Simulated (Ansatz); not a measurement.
CH8BNSi can be A, `CNB[SiH3]`, or B, `CBN[SiH3]`.

Isolated molecules relaxed with PBE0-D4/def2-TZVP in Ansatz; ΔE leaves out vibrations. CCSD(T)/CBS adds triple-zeta CCSD(T) − MP2 to the extrapolated MP2 energy (def2 sets, frozen cores). DFT in def2-TZVPP. B3LYP here is the variant with VWN-RPA as its local correlation; programs differ in this. Each species was taken in one conformer, which may not be the lowest.

A:

```xyz
12

C    -0.2438    0.0542   -2.1185
N    -0.3403   -0.1738   -0.6934
B     0.4938    0.3303    0.2889
Si    0.1746   -0.1167    2.2268
H    -0.1038   -0.8845   -2.6630
H     0.6108    0.6998   -2.3167
H    -1.1441    0.5408   -2.5054
H    -1.1126   -0.7691   -0.4323
H     1.4008    1.0344   -0.0633
H     1.3463   -0.8130    2.8329
H    -0.0702    1.1081    3.0422
H    -1.0115   -1.0103    2.4017
```

B:

```xyz
12

C     1.3566   -0.8383   -0.5136
B     0.1268   -0.1436   -1.1932
N    -0.8808    0.5000   -0.4517
Si   -0.9780    0.6578    1.2820
H     1.3865   -1.8968   -0.7949
H     1.3893   -0.7831    0.5783
H     2.2881   -0.4085   -0.8979
H     0.0192   -0.1489   -2.3913
H    -1.6346    0.9182   -0.9765
H    -1.0470   -0.6684    1.9476
H    -2.2177    1.4195    1.5819
H     0.1916    1.3922    1.8292
```

(1) Which isomer does CCSD(T)/CBS put lower? Give the gap. (Best estimate.)

(2) Give E(B) − E(A) in kJ/mol with CCSD/def2-TZVPP, CCSD(T)/def2-SVP, B3LYP, r2SCAN-D4, ωB97M-V, LDA (SPW92), B2PLYP. (Best estimate.)

(3) Does the order hold for the free energy at 298.15 K (harmonic terms from PBE0-D4)? (Best estimate.)

Largest T1 diagnostic: 0.014.

## Answers

(1) Ansatz gave: B, by 126.1 kJ/mol.

(2) Computed: CCSD/def2-TZVPP -125.5, CCSD(T)/def2-SVP -105.3, B3LYP -118.9, r2SCAN-D4 -123.0, ωB97M-V -128.7, LDA (SPW92) -107.3, B2PLYP -125.0. None reverses the order clearly.

(3) Computed: Yes: G(B) − G(A) = -129.9 kJ/mol, for one conformer each.

At CCSD(T), def2-SVP lies +20.8 kJ/mol from the extrapolated value and def2-TZVPP +3.0 kJ/mol. Leaving LDA and LC-ωPBE aside and taking each functional with its dispersion term where it has one, the values, not all of them listed here, spread over 24.8 kJ/mol, from BHLYP-D4 to PBE-D4.
